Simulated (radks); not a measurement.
The numbers below are computed, except where a source is named.
Species: the strontium ion Sr+. Configuration: [Ar] 3d10 4s(up 1, down 1) 4p6 5s1 (the NIST ground configuration).

Level of theory: scalar-relativistic Kohn-Sham, r2SCAN, spin-polarised, spherical densities, finite nucleus; open shells are filled with parallel spins first (spin-orbit coupling, left out, can overturn this in heavy ions); meta-GGA in the generalised Kohn-Sham scheme; Fermi nuclear charge, rms radius 4.224 fm (a radial shooting solver on a logarithmic mesh with Libxc functionals).

Energy parts (hartree):
| part | energy |
|---|---|
| total | -3179.78325 |
| kinetic | 3260.90500 |
| electron-nucleus | -7648.89642 |
| Hartree | 1313.42999 |
| exchange-correlation | -105.22181 |

Orbitals (lengths in bohr, moments of r in powers of bohr; r(90%) holds 90 % of the orbital's charge):
| orbital | occ. | eigenvalue (hartree) | <1/r> | r(90%) |
|---|---|---|---|---|
| 1s up | 1 | -587.3375 | 38.99 | 0.0701 |
| 1s down | 1 | -587.3370 | 38.99 | 0.0701 |
| 2s up | 1 | -80.12688 | 8.719 | 0.266 |
| 2s down | 1 | -80.12657 | 8.719 | 0.266 |
| 2p up | 3 | -71.13848 | 8.497 | 0.245 |
| 2p down | 3 | -71.13811 | 8.497 | 0.245 |
| 3s up | 1 | -12.77152 | 2.925 | 0.728 |
| 3s down | 1 | -12.77072 | 2.925 | 0.728 |
| 3p up | 3 | -9.83808 | 2.765 | 0.755 |
| 3p down | 3 | -9.83720 | 2.765 | 0.755 |
| 3d up | 5 | -5.01340 | 2.506 | 0.807 |
| 3d down | 5 | -5.01236 | 2.506 | 0.806 |
| 4s up | 1 | -1.78510 | 0.9857 | 1.99 |
| 4s down | 1 | -1.78200 | 0.9843 | 2.00 |
| 4p up | 3 | -1.09642 | 0.8484 | 2.34 |
| 4p down | 3 | -1.09281 | 0.8504 | 2.32 |
| 5s up | 1 | -0.32201 | 0.3226 | 5.65 |

The highest occupied level is 5s up at -8.762 eV. The electron density at the nucleus is 6.194e+04 e/bohr^3 (large components only). Summed over all electrons, <r^2> = 43.69 bohr^2, which gives a Langevin (diamagnetic) susceptibility term of -34.6 x 10^-6 cm^3/mol. Spin moment in Bohr magnetons: 1.
